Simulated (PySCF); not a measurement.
H4O4P, charge +1, singlet, geometry from GFN2-xTB; DF-PBE/aug-cc-pVDZ run with PySCF.

Here is a job for PySCF.
```python
from pyscf import gto, scf, dft
import numpy

mol = gto.Mole()
mol.atom = '''
    O     0.353403    1.406019   -0.687025
    P    -0.148925    0.222062   -0.050697
    O    -0.436129    0.142859    1.465607
    O    -1.148918   -0.743591   -0.709835
    O     1.292299   -0.976420   -0.053294
    H    -0.390848    0.983460    1.925291
    H    -1.323706   -0.580650   -1.639085
    H     2.179922   -0.588382   -0.153708
    H     1.283260   -1.776291    0.504339
'''
mol.basis = 'aug-cc-pvdz'
mol.charge = 1
mol.spin = 0
mol.verbose = 4
mol.build()
print('smallest overlap eigenvalue', numpy.linalg.eigvalsh(mol.intor('int1e_ovlp'))[0])

mf = dft.RKS(mol)
mf.xc = 'pbe'
mf = mf.density_fit(auxbasis='def2-universal-jkfit')
mf = scf.addons.remove_linear_dep_(mf, threshold=1e-3, lindep=1e-3)
mf.kernel()
```

It wrote (shortened):

```
PySCF version 2.14.0

[INPUT] verbose = 4
[INPUT] num. atoms = 9
[INPUT] num. electrons = 50
[INPUT] charge = 1
[INPUT] spin (= nelec alpha-beta = 2S) = 0
[INPUT] symmetry False subgroup None
[INPUT] Mole.unit = angstrom
[INPUT] Symbol           X                Y                Z      unit          X                Y                Z       unit  Magmom
[...]
nuclear repulsion = 288.579097301041
number of shells = 60
number of NR pGTOs = 234
number of NR cGTOs = 155
basis = aug-cc-pvdz
ecp = {}
input.py:26: DeprecationWarning: remove_linear_dep_ is deprecated and will be removed in a future release. Linear dependency handling is now built into the SCF procedure by default. Linear dependency removal can be controlled using the following settings:
  pyscf.scf.hf.remove_overlap_zero_eigenvalue = True
  pyscf.scf.hf.overlap_zero_eigenvalue_threshold = 1e-6

  mf = scf.addons.remove_linear_dep_(mf, threshold=1e-3, lindep=1e-3)
smallest overlap eigenvalue 0.00044480461471522277
Applying remove_linear_dep_ on SCF object.
Using canonical orthogonalization with threshold 0.001

******** <class 'pyscf.df.df_jk.DFRKS'> ********
method = DFRKS
initial guess = minao
damping factor = 0
level_shift factor = 0
DIIS = <class 'pyscf.scf.diis.CDIIS'>
diis_start_cycle = 1
diis_space = 8
diis_damp = 0
SCF conv_tol = 1e-09
SCF conv_tol_grad = None
SCF max_cycles = 50
direct_scf = False
XC library pyscf.dft.libxc version 7.1.2
    S. Lehtola, C. Steigemann, M. J. T. Oliveira, and M. A. L. Marques,  SoftwareX 7, 1–5 (2018)
XC functionals = pbe
    J. P. Perdew, K. Burke, and M. Ernzerhof,  Phys. Rev. Lett. 77, 3865 (1996)
    J. P. Perdew, K. Burke, and M. Ernzerhof,  Phys. Rev. Lett. 78, 1396 (1997)
    J. P. Perdew, K. Burke, and M. Ernzerhof,  Phys. Rev. Lett. 77, 3865 (1996)
    J. P. Perdew, K. Burke, and M. Ernzerhof,  Phys. Rev. Lett. 78, 1396 (1997)
radial grids:
    Treutler-Ahlrichs [JCP 102, 346 (1995); DOI:10.1063/1.469408] (M4) radial grids

becke partition: Becke, JCP 88, 2547 (1988); DOI:10.1063/1.454033
pruning grids: <function nwchem_prune>
grids dens level: 3
symmetrized grids: False
atomic radii adjust function: <function treutler_atomic_radii_adjust>
small_rho_cutoff = 0
Set gradient conv threshold to 3.16228e-05
Initial guess from minao.
tot grids = 114744
init E= -645.321423489437
[...]
cycle= 1 E= -643.679500716476  delta_E= 1.64  |g|= 1.31  |ddm|= 3.27
[...]
cycle= 2 E= -642.351993794402  delta_E= 1.33  |g|= 2.78  |ddm|= 2.92
[...]
cycle= 3 E= -643.899419894429  delta_E= -1.55  |g|= 0.721  |ddm|= 2.44
[...]
cycle= 4 E= -644.001197863503  delta_E= -0.102  |g|= 0.122  |ddm|= 0.554
[...]
cycle= 5 E= -644.003163529404  delta_E= -0.00197  |g|= 0.0623  |ddm|= 0.102
[...]
cycle= 6 E= -644.003841911271  delta_E= -0.000678  |g|= 0.0162  |ddm|= 0.0443
[...]
cycle= 7 E= -644.003892362614  delta_E= -5.05e-05  |g|= 0.00467  |ddm|= 0.012
[...]
cycle= 8 E= -644.003896949533  delta_E= -4.59e-06  |g|= 0.00118  |ddm|= 0.00367
[...]
cycle= 9 E= -644.003896864454  delta_E= 8.51e-08  |g|= 0.00134  |ddm|= 0.000522
[...]
cycle= 10 E= -644.003896840801  delta_E= 2.37e-08  |g|= 0.00139  |ddm|= 0.000237
[...]
cycle= 11 E= -644.003896928174  delta_E= -8.74e-08  |g|= 0.00121  |ddm|= 0.000245
[...]
cycle= 12 E= -644.003896861735  delta_E= 6.64e-08  |g|= 0.00133  |ddm|= 0.000406
[...]
cycle= 13 E= -644.003896912657  delta_E= -5.09e-08  |g|= 0.00123  |ddm|= 0.000486
[...]
cycle= 14 E= -644.003896958214  delta_E= -4.56e-08  |g|= 0.00114  |ddm|= 0.000502
[...]
cycle= 15 E= -644.003896850783  delta_E= 1.07e-07  |g|= 0.00133  |ddm|= 0.000879
[...]
cycle= 16 E= -644.00389687143  delta_E= -2.06e-08  |g|= 0.00132  |ddm|= 0.00105
[...]
cycle= 17 E= -644.003896895961  delta_E= -2.45e-08  |g|= 0.00128  |ddm|= 0.000234
[...]
cycle= 18 E= -644.003896806332  delta_E= 8.96e-08  |g|= 0.00141  |ddm|= 0.000676
[...]
cycle= 19 E= -644.003896770609  delta_E= 3.57e-08  |g|= 0.00141  |ddm|= 0.00113
[...]
cycle= 20 E= -644.003896908613  delta_E= -1.38e-07  |g|= 0.00124  |ddm|= 0.00128
[...]
cycle= 21 E= -644.003896954416  delta_E= -4.58e-08  |g|= 0.00115  |ddm|= 0.000705
[...]
cycle= 22 E= -644.003896888143  delta_E= 6.63e-08  |g|= 0.00129  |ddm|= 0.000323
[...]
cycle= 23 E= -644.003896875547  delta_E= 1.26e-08  |g|= 0.00133  |ddm|= 0.000355
[...]
cycle= 24 E= -644.003896851953  delta_E= 2.36e-08  |g|= 0.00135  |ddm|= 0.000388
[...]
cycle= 25 E= -644.003896723687  delta_E= 1.28e-07  |g|= 0.00155  |ddm|= 0.00149
[...]
cycle= 26 E= -644.003896850002  delta_E= -1.26e-07  |g|= 0.00135  |ddm|= 0.00127
[...]
cycle= 27 E= -644.003896852804  delta_E= -2.8e-09  |g|= 0.00135  |ddm|= 0.000507
[...]
cycle= 28 E= -644.00389674956  delta_E= 1.03e-07  |g|= 0.00148  |ddm|= 0.0012
[...]
cycle= 29 E= -644.0038968888  delta_E= -1.39e-07  |g|= 0.00128  |ddm|= 0.00133
[...]
cycle= 30 E= -644.003896896682  delta_E= -7.88e-09  |g|= 0.00129  |ddm|= 0.000539
[...]
cycle= 31 E= -644.003896880959  delta_E= 1.57e-08  |g|= 0.0013  |ddm|= 0.000384
[...]
cycle= 32 E= -644.003896931499  delta_E= -5.05e-08  |g|= 0.00117  |ddm|= 0.000625
[...]
cycle= 33 E= -644.003896862752  delta_E= 6.87e-08  |g|= 0.00136  |ddm|= 0.000479
[...]
cycle= 34 E= -644.003896965871  delta_E= -1.03e-07  |g|= 0.00113  |ddm|= 0.000633
[...]
cycle= 35 E= -644.003896826316  delta_E= 1.4e-07  |g|= 0.0014  |ddm|= 0.00123
[...]
cycle= 36 E= -644.003896864815  delta_E= -3.85e-08  |g|= 0.00135  |ddm|= 0.0012
[...]
cycle= 37 E= -644.003896864988  delta_E= -1.73e-10  |g|= 0.00125  |ddm|= 0.000866
[...]
cycle= 38 E= -644.003896851071  delta_E= 1.39e-08  |g|= 0.00137  |ddm|= 0.000934
[...]
cycle= 39 E= -644.003896849541  delta_E= 1.53e-09  |g|= 0.00137  |ddm|= 0.000432
[...]
cycle= 40 E= -644.003896864416  delta_E= -1.49e-08  |g|= 0.00134  |ddm|= 0.000237
[...]
cycle= 41 E= -644.00389686599  delta_E= -1.57e-09  |g|= 0.00131  |ddm|= 0.000436
[...]
cycle= 42 E= -644.003896918675  delta_E= -5.27e-08  |g|= 0.00122  |ddm|= 0.000725
[...]
cycle= 43 E= -644.003896953039  delta_E= -3.44e-08  |g|= 0.00114  |ddm|= 0.00072
[...]
cycle= 44 E= -644.003896726938  delta_E= 2.26e-07  |g|= 0.00157  |ddm|= 0.00144
[...]
cycle= 45 E= -644.003896861815  delta_E= -1.35e-07  |g|= 0.00135  |ddm|= 0.00136
[...]
cycle= 46 E= -644.003896892459  delta_E= -3.06e-08  |g|= 0.00123  |ddm|= 0.000583
[...]
cycle= 47 E= -644.00389687255  delta_E= 1.99e-08  |g|= 0.00131  |ddm|= 0.000583
[...]
cycle= 48 E= -644.003896855269  delta_E= 1.73e-08  |g|= 0.00133  |ddm|= 0.000582
[...]
cycle= 49 E= -644.003896849873  delta_E= 5.4e-09  |g|= 0.00136  |ddm|= 0.000626
[...]
cycle= 50 E= -644.003896859812  delta_E= -9.94e-09  |g|= 0.00133  |ddm|= 0.000348
SCF not converged.
SCF energy = -644.003896859812
```

Convergence was not reached.
